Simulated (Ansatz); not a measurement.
Compare A (`OC1C[SiH2]N1`) with its isomer B (`C[Si]1(N)CO1`).

Isolated molecules relaxed with PBE0-D4/def2-TZVP in Ansatz; ΔE leaves out vibrations. CCSD(T)/CBS is the MP2 limit (def2-TZVPP, def2-QZVPP) plus CCSD(T) − MP2 in def2-TZVPP, frozen cores. Functionals use def2-TZVPP. B3LYP here is the variant with VWN-RPA as its local correlation; programs differ in this. One conformer a species, not always the lowest.

Problem. Which isomer does CCSD(T)/CBS put lower? Give the gap. (Best estimate.)

Solution. Ansatz gave: B, by 26.9 kcal/mol.

Problem. Give E(B) − E(A) in kcal/mol with HF/def2-TZVPP, B3LYP-D4, PBE0-D4, LDA (SPW92), CCSD(T)/def2-SVP, ωB97M-V, B2PLYP. (An estimate is asked.)

Solution. Ansatz gave: HF/def2-TZVPP -24.9, B3LYP-D4 -27.6, PBE0-D4 -24.8, LDA (SPW92) -22.0, CCSD(T)/def2-SVP -15.2, ωB97M-V -26.7, B2PLYP -28.0. None reverses the order clearly.

Problem. Does the order hold for the free energy at 298.15 K (harmonic terms from PBE0-D4)? (An estimate is asked.)

Solution. Computed: Yes: G(B) − G(A) = -26.9 kcal/mol, for one conformer each.

Largest T1 diagnostic: 0.012.

From r2SCAN to r2SCAN0 (25 % exact exchange), in def2-TZVPP and without D4, E(B) − E(A) moves by +1.6 kcal/mol. Leaving LDA and LC-ωPBE aside and taking each functional with its dispersion term where it has one, the values, not all of them listed here, spread over 4.3 kcal/mol, from B97M-V to PBE0-D4. LDA lies +4.2 kcal/mol from PBE without D4.
